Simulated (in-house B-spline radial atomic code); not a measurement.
A calculation on Se V (Se4+): its settings, and results tabulated from the run. Computed with an all-electron radial atomic-structure program (B-spline basis): scalar-relativistic (X2C) r2SCAN0, spin-polarised, spherical fractional occupations, Fermi nucleus of rms radius 4.14 fm.

Command:
```bash
python run_scf.py task.json out
```
Settings (nuclear radius in fm, mass in u):
```
Z                34
configuration    [Ar] 3d10 4s2
hamiltonian      x2c
method           r2scan0
spin_polarised   True
nucleus          fermi
rms_radius       4.14
atomic_mass      79.91652
speed_of_light   137.035999084
```

Output (hartree, bohr):
```
 radial grid: 68 intervals, B-splines of order 8, outer radius 22.1277 bohr

 iter        energy (Eh)    residual
    1       -2425.956855    6.64e-02
    2       -2425.963371    2.96e-03
    3       -2425.963519    1.18e-03
    4       -2425.963523    5.90e-04
    5       -2425.963525    3.69e-05
    6       -2425.963525    6.06e-06
    7       -2425.963525    2.45e-06
    8       -2425.963525    7.25e-07
    9       -2425.963525    1.31e-08

 total energy                     -2425.96352
 kinetic                            2483.9235
 electron-nucleus                  -5801.0776
 Hartree                             978.2967
 exact exchange                      -21.3806
 exchange-correlation                -65.7256

 orbital      occ     eigenvalue          <r>       <r^2>       <1/r>       r_max
 1s up      1.000      -464.1505    0.0436767  0.00258071     35.3264     0.02833
 1s down    1.000      -464.1505    0.0436767  0.00258071     35.3264     0.02833
 2s up      1.000       -62.1223     0.195288   0.0450555     7.78216      0.1642
 2s down    1.000       -62.1223     0.195288   0.0450555     7.78216      0.1642
 2p up      3.000       -54.7762     0.170961   0.0358041     7.48758      0.1316
 2p down    3.000       -54.7762     0.170961   0.0358041     7.48758      0.1316
 3s up      1.000       -10.2397     0.571905    0.376296     2.51707      0.5015
 3s down    1.000       -10.2397     0.571905    0.376296     2.51707      0.5015
 3p up      3.000        -7.8965     0.587742    0.404676     2.34193      0.5004
 3p down    3.000        -7.8965     0.587742    0.404676     2.34193      0.5004
 3d up      5.000        -4.0383     0.621687     0.47875     2.04444      0.4543
 3d down    5.000        -4.0383     0.621687     0.47875     2.04444      0.4543
 4s up      1.000        -2.3236      1.59795     2.87503    0.829214       1.428
 4s down    1.000        -2.3236      1.59795     2.87503    0.829214       1.428
```


One-electron X2C: radii and densities carry no picture-change correction, so inner-shell <1/r> comes out high (for 1s by about 2 % at Z = 33, 5 % at 54, 10 % at 75, 30 % at 118) and <r> low.
